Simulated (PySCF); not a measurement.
C3H6ClFSi, SMILES C(=C/[SiH2]F)(/Cl)C.

Coordinates come from a B3LYP-D3(BJ)/def2-SVP optimisation. The structure was generated by enumeration; whether it is a known compound was not checked. One conformer was computed; it need not be the lowest.

Level of theory: TDA-PBE/def2-SVPD (PySCF 2.14.0).

Vertical excitations. Gas-phase values at a fixed geometry. State labels are in the subgroup Cs.

Problem. Give excitation energies, oscillator strengths and character. (The exact figures need the calculation; the answer reports its results.)

Solution. 
```
state  symmetry  energy (eV)  λ (nm)      f                                                  main pairs
-----  --------  -----------  ------  -----  ----------------------------------------------------------
S1           A"         5.86     212  0.000                                            HOMO→LUMO+1 94 %
S2           A"         6.01     206  0.000                                            HOMO−1→LUMO 98 %
S3           A'         6.04     205  0.232                            HOMO→LUMO 75 %, HOMO−4→LUMO 14 %
S4           A"         6.12     203  0.001                                            HOMO→LUMO+2 94 %
S5           A"         6.46     192  0.002                                            HOMO−3→LUMO 94 %
S6           A'         6.46     192  0.043                                            HOMO−2→LUMO 96 %
S7           A"         6.51     191  0.001                                            HOMO→LUMO+3 96 %
S8           A"         7.19     172  0.005                                            HOMO→LUMO+4 97 %
S9           A'         7.28     170  0.011  HOMO−3→LUMO+1 35 %, HOMO−1→LUMO+1 32 %, HOMO−1→LUMO+2 31 %
S10          A"         7.30     170  0.004                                          HOMO−2→LUMO+1 95 %
T1           A'         3.97     313      0                                              HOMO→LUMO 97 %
T2           A"         5.54     224      0                                            HOMO→LUMO+1 97 %
T3           A"         5.86     212      0                          HOMO−1→LUMO 81 %, HOMO−3→LUMO 18 %
T4           A"         5.95     209      0                                            HOMO→LUMO+2 82 %
```
Triplets are in the Tamm–Dancoff approximation.
